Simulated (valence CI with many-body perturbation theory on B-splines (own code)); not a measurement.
## Ladder of approximations for Ho XXVII

Calculated by valence CI with perturbative core correlation (CI+MBPT): five valence electrons over a frozen Dirac-Fock core [Kr], a basis of 7 s, 7 p, 8 d, 6 f, 4 g, 1 h functions for each j, with the one-electron correlation potential Σ1 (screened to all orders), the two-electron term Σ2, the three-electron term Σ3, Breit, model QED; selected single and double excitations, second order for the rest (own B-spline code, finite nucleus).

The last digits are not significant, and no measured levels were compared; by estimate large intervals hold to a few tenths of a per cent, small ones and those within an open d or f shell to about a per cent. Only levels of the ground parity were solved; by the run's estimate the other parity begins above the list, which can be wrong where configurations are misplaced.

Each rung adds one term. CI alone is the Dirac-Coulomb CI over the frozen core; QED comes last and gives the full result, which names the levels. Energies are above (4d3/2^4 4d5/2) J=5/2 on the same rung, in eV.

Levels are named by their leading jj configuration (3d3/2^4 stands for four electrons in 3d with j = 3/2), which in mixed levels can hold well under half, so a name can repeat and another be missing. Letters in brackets count levels of one name in rising energy.

```tsv
Level	CI alone
(4d3/2^3 4d5/2^2) J=5/2 [a]	6.730
(4d3/2^3 4d5/2^2) J=7/2 [a]	10.919
(4d3/2^3 4d5/2^2) J=3/2 [a]	11.084
(4d3/2^3 4d5/2^2) J=11/2	11.901
(4d3/2^3 4d5/2^2) J=9/2	12.895
(4d3/2^3 4d5/2^2) J=5/2 [b]	13.211
(4d3/2^3 4d5/2^2) J=1/2	13.652
(4d3/2^3 4d5/2^2) J=7/2 [b]	15.571
(4d3/2^2 4d5/2^3) J=5/2 [a]	17.287
(4d3/2^3 4d5/2^2) J=3/2 [b]	18.644
(4d3/2^2 4d5/2^3) J=7/2 [a]	19.383
(4d3/2^2 4d5/2^3) J=11/2	20.180
(4d3/2^2 4d5/2^3) J=9/2 [a]	20.742
(4d3/2^2 4d5/2^3) J=1/2 [a]	20.844
(4d3/2^2 4d5/2^3) J=13/2	22.254
(4d3/2^2 4d5/2^3) J=3/2 [a]	21.398
```

Q: What do these energies become with core correlation, Breit and QED?

A: (4d3/2^3 4d5/2^2) J=5/2 [a] 6.567 (-0.1627); (4d3/2^3 4d5/2^2) J=7/2 [a] 10.386 (-0.5336); (4d3/2^3 4d5/2^2) J=3/2 [a] 10.751 (-0.3323); (4d3/2^3 4d5/2^2) J=11/2 11.142 (-0.7590); (4d3/2^3 4d5/2^2) J=9/2 12.188 (-0.7062); (4d3/2^3 4d5/2^2) J=5/2 [b] 12.670 (-0.5417); (4d3/2^3 4d5/2^2) J=1/2 13.295 (-0.3571); (4d3/2^3 4d5/2^2) J=7/2 [b] 14.698 (-0.8727); (4d3/2^2 4d5/2^3) J=5/2 [a] 16.946 (-0.3408); (4d3/2^3 4d5/2^2) J=3/2 [b] 18.223 (-0.4213); (4d3/2^2 4d5/2^3) J=7/2 [a] 18.735 (-0.6478); (4d3/2^2 4d5/2^3) J=11/2 19.278 (-0.9020); (4d3/2^2 4d5/2^3) J=9/2 [a] 19.911 (-0.8304); (4d3/2^2 4d5/2^3) J=1/2 [a] 20.347 (-0.4966); (4d3/2^2 4d5/2^3) J=13/2 21.075 (-1.1796); (4d3/2^2 4d5/2^3) J=3/2 [a] 21.127 (-0.2712).

Q: How does the ionisation energy move along the ladder, and which term matters most?

A: CI alone 925.14, + Σ1 927.55, + Σ2 930.49, + Σ3 930.58, + Breit 930.41, + QED 930.43 eV. The largest step is Σ2, 2.94 eV. NIST lists 929 ± 4 eV (theoretical).
